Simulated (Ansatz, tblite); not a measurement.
Cost and result up the ladder for Al₁₃As₁₄H₃₄⁺, a nanocrystal cut from zinc blende AlAs (hydrogen-capped) (61 atoms). The state is a singlet with charge 1. Geometry: PBE-D4/def2-SVP.

Cartesian coordinates in Å:
```
Al 0.760 4.953 -0.663
Al -0.028 2.119 -4.093
Al -0.869 4.032 2.440
Al -2.898 0.194 3.403
Al -2.404 -1.427 -3.679
Al -3.701 -2.355 0.480
Al -1.609 1.173 -0.544
Al 2.490 0.737 -1.429
Al 1.068 0.162 2.266
Al 0.211 -2.367 -0.675
Al 1.750 -2.000 -4.501
Al -0.331 -3.355 3.137
Al 4.230 -3.008 1.465
As -1.230 3.537 0.050
As -1.959 0.905 -2.953
As 2.562 3.240 -1.174
As 1.790 0.407 -3.758
As -3.264 0.062 0.943
As -2.483 2.636 3.789
As 1.177 2.599 2.834
As -0.674 -0.887 3.634
As -4.031 -2.384 -2.003
As -0.285 -2.559 -3.076
As -1.448 -3.324 0.868
As 0.503 0.014 -0.097
As 3.271 -0.927 2.623
As 2.428 -3.442 -0.274
H 1.185 5.481 0.806
H 0.465 5.886 -1.918
H -0.398 2.359 -5.625
H 0.326 3.315 -3.065
H -0.811 5.520 2.992
H -4.066 -0.403 4.304
H -2.951 -1.605 -5.162
H -4.911 -2.972 1.311
H 3.769 0.022 -0.772
H 1.346 -2.118 -6.040
H 2.982 -2.763 -3.806
H -1.081 -4.281 4.193
H 1.246 -3.427 2.793
H 4.138 -4.168 2.553
H 5.511 -2.468 0.684
H -2.505 4.301 -0.291
H -3.233 1.689 -3.258
H 3.241 3.720 -2.449
H 3.726 3.536 -0.226
H 2.973 1.030 -4.501
H -4.609 0.750 0.721
H -3.832 3.341 3.705
H -2.232 2.866 5.275
H 1.654 2.740 4.274
H 2.374 3.238 2.144
H -0.231 -0.646 5.075
H -5.424 -1.818 -2.260
H -4.325 -3.824 -2.408
H -0.593 -4.050 -3.215
H -1.565 -4.780 0.422
H 4.270 0.219 2.496
H 3.357 -1.097 4.136
H 3.067 -3.391 -1.660
H 2.113 -4.933 -0.241
```

Ansatz on 11 threads of AMD EPYC 7R13 on a shared host and a whole NVIDIA H100 80GB HBM3; xTB runs through tblite on one thread. Times are rough, summed over both states, and most runs start from the orbitals of an earlier one. PBE0-D4/def2-TZVP serves as the yardstick here, not as an exact answer. The other state is a triplet.

The xTB rows come from tblite. Single mean-field runs in def2-TZVP are fitted with def2-universal-jkfit. HOMO above LUMO, or a gap near zero within one spin, warns that the state may not be the lowest or that an electron is smeared out.

xTB has no spin-polarisation term.

```tsv
level	functions	wall time	vertical triplet (eV)	difference from PBE0-D4/def2-TZVP (eV)	remarks
GFN2-xTB	277	2.7 s	2.61	-1.80	–
GFN1-xTB	311	2.8 s	3.11	-1.30	–
PBE-D4/def2-TZVP (with forces)	1357	42 s	3.64	-0.77	gap within one spin near zero (triplet)
PBE0-D4/def2-TZVP	1357	1.7 min	4.41	0.00	–
```
